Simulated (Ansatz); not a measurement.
Reactions of `C[SiH](F)[SnH3]`.

Computed with Ansatz on PBE0-D4/def2-TZVP structures; ΔE is electronic, products minus reactants. CBS: MP2 limit from def2 TZ/QZ plus the TZ coupled-cluster correction, frozen cores. This one scheme is used for every species, atoms too. DFT in def2-TZVPP. B3LYP here is the variant with VWN-RPA as its local correlation; programs differ in this. Open shells (•) are unrestricted, without spin–orbit coupling. Spin–orbit coupling would lower the free atoms: a little for C, F, Si; strongly for Sn. Elements past krypton have def2 core potentials. For Sn outer-core shells are correlated without core-valence functions, so the limit isn't a true one: a few kJ/mol of doubt a bond, and 10 to 20 or more in all where bonds break to atoms. Each species was taken in one conformer, which may not be the lowest.

| reaction | HF/CBS(def2) (kJ/mol) | MP2/CBS(def2) (kJ/mol) | CCSD/CBS(def2) (kJ/mol) | B3LYP-D4 (kJ/mol) | CCSD(T)/CBS(def2) (kJ/mol) |
| --- | --- | --- | --- | --- | --- |
| `C[SiH](F)[SnH3]` → `C[SiH2][SnH2][F]` | 74 | 70 | 71 | 67 | 69 |
| `C[SiH](F)[SnH3]` → `C[Si]F` + `[SnH4]` | 195 | 232 | 213 | 205 | 215 |
| `C[SiH](F)[SnH3]` → `[CH3][SnH3]` + `F[SiH]` | 227 | 258 | 241 | 240 | 243 |
| `C[SiH](F)[SnH3]` → `C[SiH]F`• + `[SnH3]`• | 198 | 307 | 296 | 276 | 303 |
| `C[SiH](F)[SnH3]` → `C[SiH]` + `[F][SnH3]` | 313 | 356 | 334 | 328 | 336 |
| `C[SiH](F)[SnH3]` + HCl → `C[SiH](Cl)[SnH3]` + H–F | 45 | 19 | 29 | 33 | 26 |
| `C[SiH](F)[SnH3]` + CH₄ → `C[SiH](C)[SnH3]` + H–F | 162 | 129 | 135 | 141 | 131 |
| `C[SiH](F)[SnH3]` + `[OH][AlH][Cl]` → `C[O][AlH][Cl]` + `F[SiH2][SnH3]` | 90 | 120 | 110 | 102 | 112 |
| `C[SiH](F)[SnH3]` → C• + F• + 7 H• + Si• + Sn• | 2641 | 3520 | 3493 | 3497 | 3530 |
| `C[SiH](F)[SnH3]` + `BBO` → `BBO[SiH](C)F` + `[SnH4]` | -122 | -91 | -94 | -94 | -92 |

Largest T1 diagnostic: 0.015, for `F[SiH]`.
